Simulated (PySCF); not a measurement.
1-chloro-1-fluoroethene (C2H2ClF), SMILES C=C(F)Cl. Coordinates come from a PBE-D3(BJ)/def2-SVP optimisation.

Computed equilibrium geometry at PBE-D3(BJ)/def2-SVP (PySCF confirms it by a frequency run) as bond lengths and angles, and its point group:
point group Cs.
Atoms: C1 C2 F3 Cl4 H5 H6. Bond lengths (Å): C1–C2 1.339, C1–H5 1.096, C1–H6 1.098, C2–F3 1.333, C2–Cl4 1.733. Bond angles (°): C2–C1–H5 120.6, C2–C1–H6 119.1, H5–C1–H6 120.3, C1–C2–F3 123.1, C1–C2–Cl4 124.8, F3–C2–Cl4 112.1.
